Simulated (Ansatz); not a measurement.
`C=[C](C)[AlH2]` + H–F → `[F][AlH2]` + `C=CC`  (ligand exchange at the Al–C bond)

Isolated molecules relaxed with PBE0-D4/def2-TZVP in Ansatz; ΔE leaves out vibrations. CCSD(T)/CBS is the MP2 limit (def2-TZVPP, def2-QZVPP) plus CCSD(T) − MP2 in def2-TZVPP, frozen cores. This one scheme is used for every species. DFT in def2-TZVPP.

**Question.** Is it downhill or uphill in electronic energy at CCSD(T)/CBS, and by how much? (Best estimate.)

**Answer.** Computed: Downhill: ΔE = -44.8 kcal/mol.

**Question.** What do these levels give: r2SCAN-D4, PBE0-D4, r2SCAN0-D4, ωB97M-V, CAM-B3LYP, RPA@PBE/def2-TZVPP, MP2/def2-SVP, MP2/def2-TZVPP, SCS-MP2/def2-TZVPP, HF/def2-QZVPP, MP2/def2-QZVPP, CCSD/CBS(def2)? (An estimate is asked.)

**Answer.** The calculation gave: r2SCAN-D4 -45.7, PBE0-D4 -42.9, r2SCAN0-D4 -45.3, ωB97M-V -45.2, CAM-B3LYP -48.4, RPA@PBE/def2-TZVPP -44.1, MP2/def2-SVP -46.8, MP2/def2-TZVPP -44.6, SCS-MP2/def2-TZVPP -45.8, HF/def2-QZVPP -50.2, MP2/def2-QZVPP -44.9, CCSD/CBS(def2) -45.7 kcal/mol.

**Question.** What do rigid-rotor, harmonic-oscillator terms from PBE0-D4/def2-TZVP frequencies (298.15 K, 1 bar) make of the CCSD(T)/CBS value? (Best estimate.)

**Answer.** Computed: ΔZPE = +1.7 kcal/mol, ΔH = -43.9 kcal/mol, ΔS = 9 J/(mol·K), ΔG = -44.6 kcal/mol.

Largest T1 diagnostic among the species: 0.012.

At CCSD(T), def2-SVP lies −1.9 kcal/mol from the extrapolated value and def2-TZVPP +0.2 kcal/mol. The D4 term adds +2.1 kcal/mol with B3LYP and +1.2 kcal/mol with PBE0; it sums over pairs of atoms, weighted by their polarisabilities, and B3LYP, whose exchange is more repulsive, gets the larger term.

B3LYP here is the variant with VWN-RPA as its local correlation; programs differ in this.
